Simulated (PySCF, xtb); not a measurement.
C₅H₆Se, SMILES C=C=C1CC[Se]1.

xtb with GFN2-xTB at its own geometry gives an orbital gap of 2.64 eV and a dipole moment of 2.27 D.

Geometry: B3LYP-D3(BJ)/def2-SVP. This is a generated structure with no PubChem entry under its InChIKey; it may be hypothetical.

What does PySCF with PBE/def2-TZVP give? (An estimate is asked for; the answer gives what the named calculation found.)

gap 2.97 eV (levels -4.87 and -1.90 eV), dipole 1.61 D.
